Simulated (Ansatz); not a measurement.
Steps of a relaxation of C₃H₉AlO (`C[CH](C)[AlH][OH]`) with RKS PBE0-D4/def2-TZVP.

```sh
$ ansatz run in.yaml --threads 4 --pin off --events-out ev --progress --plain --max-ram 10444MiB
```

```yaml
crystal:
  periodic: [false, false, false]
  atoms:
    - {symbol: C, position_ang: [-1.278697, 0.015189, 0.961304]}
    - {symbol: C, position_ang: [0.186861, 0.287036, 0.568091]}
    - {symbol: C, position_ang: [1.046571, -0.983697, 0.696717]}
    - {symbol: Al, position_ang: [0.270383, 1.048533, -1.255349]}
    - {symbol: O, position_ang: [-0.131170, -0.050768, -2.525455]}
    - {symbol: H, position_ang: [-1.752263, -0.729616, 0.286395]}
    - {symbol: H, position_ang: [-1.906759, 0.931714, 0.934526]}
    - {symbol: H, position_ang: [-1.352755, -0.395767, 1.994258]}
    - {symbol: H, position_ang: [0.593296, 1.060228, 1.260783]}
    - {symbol: H, position_ang: [0.715094, -1.775011, -0.008729]}
    - {symbol: H, position_ang: [2.121864, -0.793021, 0.493580]}
    - {symbol: H, position_ang: [0.981647, -1.415520, 1.721713]}
    - {symbol: H, position_ang: [0.642360, 2.563603, -1.639036]}
    - {symbol: H, position_ang: [-0.149331, 0.207996, -3.460098]}
basis:
  gaussian: {orbitals: def2-TZVP}
hamiltonian: {xc: pbe0, dispersion: d4}
relax: {f_tol: 0.005, max_steps: 150}
```

Positions (Å) and forces (eV/Å) along the path, 10 of 44 steps:

```xyz
14
step=1 energy=-11896.3227 eV
C    -1.279    0.015    0.961   -0.259   -0.124    0.117
C     0.187    0.287    0.568    0.096    0.193    0.142
C     1.047   -0.984    0.697    0.101   -0.272    0.064
Al    0.270    1.049   -1.255   -0.116   -0.315   -0.328
O    -0.131   -0.051   -2.525    0.118    0.543   -0.246
H    -1.752   -0.730    0.286    0.249    0.363    0.303
H    -1.907    0.932    0.935    0.317   -0.426    0.007
H    -1.353   -0.396    1.994    0.062    0.199   -0.489
H     0.593    1.060    1.261   -0.190   -0.377   -0.293
H     0.715   -1.775   -0.009    0.143    0.406    0.324
H     2.122   -0.793    0.494   -0.519   -0.069    0.094
H     0.982   -1.416    1.722    0.016    0.224   -0.479
H     0.642    2.564   -1.639   -0.049   -0.195    0.056
H    -0.149    0.208   -3.460    0.031   -0.150    0.728
14
step=19 energy=-11896.3828 eV
C    -1.237    0.100    1.048    0.004   -0.011    0.006
C     0.200    0.264    0.537   -0.011    0.013   -0.015
C     0.964   -1.054    0.634    0.000   -0.009    0.005
Al    0.166    1.020   -1.272    0.017   -0.022   -0.027
O     0.333   -0.069   -2.571   -0.006    0.056    0.024
H    -1.796   -0.629    0.450    0.003    0.006    0.005
H    -1.801    1.039    1.033    0.004    0.001   -0.003
H    -1.249   -0.265    2.082   -0.002    0.001   -0.001
H     0.695    1.003    1.183   -0.003    0.001   -0.009
H     0.542   -1.811   -0.034    0.002    0.002    0.003
H     2.018   -0.943    0.366   -0.008    0.000   -0.002
H     0.925   -1.459    1.653    0.001   -0.003   -0.003
H    -0.061    2.564   -1.595   -0.005   -0.023    0.001
H     0.289    0.213   -3.484    0.003   -0.013    0.016
14
step=26 energy=-11896.3845 eV rejected
C    -1.215    0.168    1.151    0.023   -0.023   -0.007
C     0.172    0.230    0.501   -0.041   -0.002    0.032
C     0.883   -1.119    0.577    0.032   -0.053   -0.016
Al    0.055    0.966   -1.312    0.191   -0.097   -0.346
O     0.766    0.063   -2.589   -0.179    0.191    0.330
H    -1.862   -0.562    0.650    0.018    0.021    0.017
H    -1.733    1.132    1.128    0.002   -0.001   -0.001
H    -1.148   -0.140    2.202    0.001    0.004   -0.022
H     0.764    0.962    1.074   -0.017   -0.018   -0.032
H     0.343   -1.888    0.013    0.036    0.046    0.042
H     1.896   -1.078    0.165   -0.075   -0.002    0.030
H     0.957   -1.469    1.615   -0.002    0.011   -0.053
H    -0.646    2.365   -1.643    0.031   -0.111    0.004
H     0.756    0.340   -3.504   -0.020    0.035    0.021
14
step=28 energy=-11896.3892 eV
C    -1.216    0.163    1.139    0.009   -0.001   -0.005
C     0.177    0.233    0.504   -0.013    0.001    0.014
C     0.890   -1.114    0.583    0.012   -0.012   -0.005
Al    0.075    0.974   -1.307    0.010   -0.013   -0.069
O     0.726    0.051   -2.583   -0.023    0.031    0.057
H    -1.855   -0.566    0.627    0.005    0.006    0.004
H    -1.736    1.126    1.117    0.000   -0.001   -0.001
H    -1.159   -0.152    2.188    0.002    0.001   -0.006
H     0.759    0.965    1.085   -0.002   -0.007   -0.003
H     0.362   -1.880    0.007    0.007    0.012    0.011
H     1.909   -1.067    0.187   -0.018   -0.002    0.007
H     0.951   -1.471    1.619   -0.001    0.003   -0.013
H    -0.601    2.379   -1.640    0.014   -0.034    0.003
H     0.705    0.328   -3.497   -0.003    0.014    0.007
14
step=29 energy=-11896.3895 eV
C    -1.212    0.174    1.157    0.009   -0.011   -0.004
C     0.170    0.227    0.497   -0.018    0.005    0.018
C     0.875   -1.125    0.572    0.015   -0.025   -0.006
Al    0.054    0.960   -1.318    0.041    0.005   -0.119
O     0.799    0.083   -2.578   -0.067    0.068    0.108
H    -1.866   -0.553    0.664    0.011    0.013    0.009
H    -1.724    1.141    1.136    0.002   -0.002   -0.003
H    -1.138   -0.131    2.208    0.002    0.001   -0.013
H     0.770    0.957    1.063   -0.007   -0.011   -0.013
H     0.326   -1.894    0.019    0.017    0.022    0.022
H     1.883   -1.090    0.149   -0.037   -0.001    0.016
H     0.960   -1.470    1.611   -0.001    0.004   -0.028
H    -0.695    2.329   -1.660    0.037   -0.083    0.004
H     0.787    0.363   -3.492   -0.005    0.015    0.010
14
step=30 energy=-11896.3901 eV
C    -1.211    0.176    1.157    0.008   -0.003   -0.003
C     0.171    0.227    0.498   -0.008    0.011    0.012
C     0.874   -1.126    0.573    0.010   -0.011   -0.006
Al    0.057    0.962   -1.316    0.031   -0.065   -0.108
O     0.799    0.086   -2.578   -0.040    0.056    0.097
H    -1.866   -0.550    0.663    0.006    0.008    0.004
H    -1.721    1.143    1.136    0.001   -0.002   -0.001
H    -1.138   -0.131    2.208    0.001    0.001   -0.006
H     0.772    0.956    1.064   -0.001   -0.008   -0.001
H     0.324   -1.894    0.020    0.007    0.011    0.010
H     1.882   -1.093    0.150   -0.017   -0.001    0.007
H     0.959   -1.472    1.611   -0.001    0.003   -0.012
H    -0.703    2.317   -1.667    0.011   -0.012    0.004
H     0.788    0.370   -3.490   -0.007    0.013    0.005
14
step=32 energy=-11896.3912 eV
C    -1.206    0.185    1.171   -0.002    0.000   -0.001
C     0.166    0.222    0.492    0.004   -0.008   -0.001
C     0.862   -1.135    0.566   -0.002    0.002   -0.001
Al    0.044    0.947   -1.326   -0.009    0.004    0.002
O     0.853    0.115   -2.570   -0.001    0.005    0.011
H    -1.873   -0.538    0.689    0.002    0.001    0.001
H    -1.710    1.156    1.149    0.000    0.002    0.001
H    -1.121   -0.115    2.222    0.000    0.001   -0.001
H     0.781    0.949    1.046    0.000    0.001   -0.003
H     0.296   -1.903    0.031    0.000    0.000    0.001
H     1.860   -1.112    0.123   -0.001   -0.001    0.000
H     0.964   -1.473    1.604    0.000    0.000    0.000
H    -0.771    2.265   -1.690    0.006   -0.010    0.001
H     0.843    0.408   -3.479    0.003    0.001   -0.010
14
step=33 energy=-11896.3898 eV rejected
C    -1.196    0.206    1.199   -0.001   -0.014   -0.007
C     0.155    0.210    0.480   -0.007    0.005    0.006
C     0.835   -1.156    0.552    0.007   -0.023   -0.011
Al    0.012    0.918   -1.343    0.110   -0.046   -0.193
O     0.972    0.181   -2.556   -0.168    0.137    0.192
H    -1.889   -0.512    0.748    0.021    0.019    0.010
H    -1.684    1.185    1.177    0.003   -0.006   -0.002
H    -1.085   -0.080    2.252    0.002    0.001   -0.013
H     0.801    0.934    1.004   -0.016   -0.018   -0.014
H     0.233   -1.928    0.059    0.026    0.033    0.023
H     1.814   -1.157    0.065   -0.038   -0.002    0.022
H     0.976   -1.474    1.593   -0.001    0.003   -0.030
H    -0.926    2.151   -1.741    0.061   -0.085    0.013
H     0.970    0.491   -3.461    0.000   -0.006    0.003
14
step=38 energy=-11896.3920 eV
C    -1.194    0.207    1.198   -0.001   -0.001    0.001
C     0.157    0.211    0.480    0.003   -0.003   -0.003
C     0.834   -1.156    0.552   -0.002    0.002   -0.001
Al    0.015    0.917   -1.343    0.005   -0.004    0.001
O     0.971    0.190   -2.550   -0.019    0.022    0.002
H    -1.888   -0.509    0.745    0.001    0.000    0.000
H    -1.681    1.187    1.176    0.000    0.001    0.000
H    -1.085   -0.081    2.250   -0.001    0.000    0.000
H     0.802    0.933    1.006    0.000    0.000   -0.001
H     0.233   -1.926    0.059    0.000    0.001    0.001
H     1.813   -1.159    0.067    0.000    0.000    0.000
H     0.974   -1.476    1.592    0.000    0.000    0.000
H    -0.925    2.137   -1.747    0.003   -0.006    0.003
H     0.962    0.496   -3.456    0.012   -0.013   -0.003
14
step=44 energy=-11896.3923 eV
C    -1.186    0.221    1.212    0.001    0.000   -0.001
C     0.153    0.205    0.473   -0.001    0.001    0.002
C     0.818   -1.168    0.544    0.000   -0.002   -0.001
Al   -0.002    0.902   -1.353   -0.003    0.002    0.001
O     1.030    0.242   -2.534    0.001    0.001   -0.005
H    -1.895   -0.490    0.774    0.001    0.000    0.000
H    -1.663    1.206    1.193    0.000    0.000    0.000
H    -1.064   -0.063    2.264    0.000    0.000    0.000
H     0.815    0.923    0.984   -0.001   -0.001   -0.001
H     0.198   -1.936    0.071    0.001    0.002    0.001
H     1.786   -1.184    0.038   -0.001    0.000    0.001
H     0.976   -1.480    1.583    0.000    0.001   -0.001
H    -1.014    2.054   -1.779    0.002   -0.001    0.002
H     1.034    0.538   -3.442    0.001   -0.002    0.002
```

Hardware: 4 threads of an AMD EPYC 7B13 on a shared host. Wall time 2.1 min, peak host memory 0.64 GiB.
